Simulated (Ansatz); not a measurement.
`C[Se]B(O)O` at its PBE0-D4/def2-TZVP geometry, where that method's forces vanish. Charge 0, multiplicity 1.

```xyz
10

C    -1.3401   -1.0800    0.3369
Se   -0.9315    0.7417    0.9051
B     0.7744    0.9742   -0.0375
O     1.3542    0.0209   -0.8219
O     1.3887    2.1726    0.1246
H    -1.4558   -1.1328   -0.7454
H    -2.2883   -1.3466    0.7997
H    -0.5770   -1.7759    0.6848
H     0.8579   -0.7969   -0.8851
H     2.2174    2.2227   -0.3612
```

Question: What forces (eV/Å) does ωB97M-V/def2-TZVPP give on these atoms in Ansatz 0.2.0? (An estimate is asked.)

Answer: Computed: 
```
C1  -0.020 -0.070 -0.019
Se2 -0.005  0.034  0.018
B3  -0.127 -0.031  0.066
O4   0.016 -0.150 -0.078
O5   0.115  0.135 -0.010
H6   0.014 -0.010  0.090
H7   0.081  0.006 -0.047
H8  -0.066  0.049 -0.040
H9   0.029  0.031 -0.003
H10 -0.037  0.004  0.024
```
